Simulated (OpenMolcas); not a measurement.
An OpenMolcas run meant for P V (ANO-RCC-VTZP, X2C; inactive shells 1s 2s 2p; intended active space 1 electron in 9 orbitals (RAS2 3s 3p; RAS3 3d, at most 1 electron)). One step of its input:

```
&CASPT2
Multistate=1 1
Frozen=1 0
IPEA=0.25
Imaginary=0.1
MaxIter=60
WThr=0.0 0.3 0.05
PrWF=0.5
NoMix
Deleted=6 8
```

The run finished. Its levels beside those of a sound run (SS-RASPT2, IPEA 0.25 Eh, imaginary shift 0.1 Eh (closed shells correlated: 2s 2p)), in cm-1 above each run's lowest level:

| Level | This run | Usual run |
| --- | --- | --- |
| 3s 2S 1/2 | 0.0 | 0.0 |
| 3p 2P* 1/2 | 88264 | 88534 |
| 3p 2P* 3/2 | 88925 | 89194 |

Task: Which setting is unsound, and how much does it matter here?

Result: Nearly half of the orbitals are deleted from the virtual space, which removes much of the correlation energy. Against the sound run the excited levels shown move by 270 cm-1 on average and by 270 cm-1 at most.

Term energies are means over components that CASPT2 splits; among the terms shown or strongly mixed into the levels shown the widest spread is 62 cm-1 (3p 2P*, this run). With one active electron outside closed inactive shells, the extra shells (3d) add no correlation to the reference. With one active electron, CASPT2 adds the correlation within the correlated inactive shells and between them and that electron, and leaves the splitting within a term as the reference gives it. Only configurations of the active space appear.

* marks odd parity.
